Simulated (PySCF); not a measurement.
## Assigning NMR signals

Bonds (- single, = double, # triple, : aromatic): F1-C2 1.347 Å, C2-F3 1.349 Å, C2-F4 1.349 Å, C2-C5 1.493 Å, C5-C6 1.543 Å, C6-C7 1.544 Å, C7-Si8 1.912 Å, Si8-C5 1.928 Å. C5 carries H9; C6 carries H10, H11; C7 carries H12, H13; Si8 carries H14, H15. Stereochemistry as in FC(F)(F)[C@@H]1CC[SiH2]1. H10, H13, H14 are cis to C2 on the ring; H11, H12, H15 are trans to C2 on the ring.

[PySCF: NMR shieldings at PBE0/pcSseg-1/GIAO; geometry from GFN2-xTB; rapidly exchanging positions averaged; non-relativistic; single conformer; no solvent model]

Chemical shifts δ = σref − σ; ¹³C, ¹H vs TMS, all at this level.

Q: Assign these signals to the numbered atoms. ¹³C{¹H} NMR (computed): δ 139.5, 33.4, 22.7, 9.2.

A: 
139.5 → C2, CF3 carbon: 3 electronegative neighbours deshield it
33.4 → C5, sp3 CH bonded to Si
22.7 → C6, sp3 CH2 in a ring: saturated and bonded to C and H only
9.2 → C7, sp3 CH2 bonded to Si: an electropositive neighbour leaves it electron-rich and shielded

Q: Assign these signals to the numbered atoms. ¹H NMR (400 MHz, computed): δ 4.96 (m, 1H), 4.88 (m, 1H), 2.53 (m, 1H), 2.49 (m, 1H), 2.33 (m, 1H), 1.87 (m, 1H), 1.44 (m, 1H).

A: 
| δ (ppm) | atoms | environment | reason |
| --- | --- | --- | --- |
| 4.96 | H14 | hydrogen on a silicon bonded to 2 C, in a 4-membered ring | – |
| 4.88 | H15 | hydrogen on a silicon bonded to 2 C, in a 4-membered ring | – |
| 2.53 | H10 | hydrogen on an sp3 CH2 in a ring | – |
| 2.49 | H11 | hydrogen on an sp3 CH2 in a ring | – |
| 2.33 | H9 | hydrogen on an sp3 CH bonded to Si | – |
| 1.87 | H13 | hydrogen on an sp3 CH2 bonded to Si | – |
| 1.44 | H12 | hydrogen on an sp3 CH2 bonded to Si | – |

H14 and H15; H10 and H11 lie closer than the usual error of such a calculation, so a measured spectrum could show them in the other order.

Splittings by ¹⁹F in the carbon and heteronuclear signals aren't shown, as no couplings were computed. Shifts are as computed. Against solution values, carbons near 30 ppm lie about +3 ppm off and those near 130 ppm about +5 ppm. Of 1211 compounds with measured shifts, 218 miss one by over three times the rms of a fit or turn the order of signals round; such compounds aren't used in these exercises. No couplings were computed; multiplicities are counted from neighbouring protons, with m where these are inequivalent, close in shift, in a saturated or five-membered ring or joined by F or P, and br s for small geminal =CH2 splittings.
